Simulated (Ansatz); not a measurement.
`[AlH2][NH][SiH3]` + `C=C=C=N` → `C=C=C=[N][AlH2]` + `N[SiH3]` at 298.15 K and 1 bar (ligand exchange at the Al–N bond).

Program: Ansatz. Geometries: PBE0-D4/def2-TZVP. ΔE: electronic, gas phase. CCSD(T)/CBS is the MP2 limit (def2-TZVPP, def2-QZVPP) plus CCSD(T) − MP2 in def2-TZVPP, frozen cores. This one scheme is used for every species. One conformer a species, not always the lowest.

```json
{"species": "`[AlH2][NH][SiH3]`", "CCSD(T)/CBS energy (Eh)": "-589.44550", "H − E (kJ/mol)": "161.8", "S (J/(mol·K))": "314.0"}
{"species": "`C=C=C=N`", "CCSD(T)/CBS energy (Eh)": "-170.55528", "H − E (kJ/mol)": "143.6", "S (J/(mol·K))": "276.5"}
{"species": "`C=C=C=[N][AlH2]`", "CCSD(T)/CBS energy (Eh)": "-413.19818", "H − E (kJ/mol)": "160.1", "S (J/(mol·K))": "337.6"}
{"species": "`N[SiH3]`", "CCSD(T)/CBS energy (Eh)": "-346.80422", "H − E (kJ/mol)": "145.7", "S (J/(mol·K))": "264.3"}
```

H − E and S are ideal-gas, rigid-rotor, harmonic terms from PBE0-D4/def2-TZVP, for one conformer and one mirror image of each species. 1 Eh = 2625.50 kJ/mol, R = 8.31446 J/(mol·K).

**Question.** By hand: ΔE, ΔH, ΔS and ΔG.

**Answer.** ΔE = (-413.19818) + (-346.80422) − (-589.44550) − (-170.55528) = -0.00162 Eh = -4.3 kJ/mol. Δ(H − E) = 160.1 + 145.7 − 161.8 − 143.6 = 0.4, so ΔH = -3.9 kJ/mol. ΔS = 337.6 + 264.3 − 314.0 − 276.5 = 11.4 J/(mol·K). ΔG = -3.9 − 298.15 × (11.4)/1000 = -7.3 kJ/mol.

**Question.** By hand: the equilibrium constant, and the temperature at which ΔG would vanish if ΔH and ΔS stayed fixed.

**Answer.** log₁₀ K = −ΔG/(RT ln 10) = 1.3. ΔH and −TΔS have one sign here, so there is no such temperature.

TΔS isn't small against ΔH here. A doubt of 5 kJ/mol in ΔE shifts log₁₀ K by 0.9 here. Other conformers and mirror images would add mixing entropy, several J/(mol·K) or more a flexible species. Modes under 60 cm⁻¹, often nearly free rotors, make the harmonic entropy too high. These are equilibria of isolated gas molecules and say nothing of rates. Largest T1 diagnostic: 0.016 (customary marks: 0.02 for closed shells, 0.045 for open ones).

ΔS is within the doubt of such terms, so its sign, and with it that verdict, could turn.
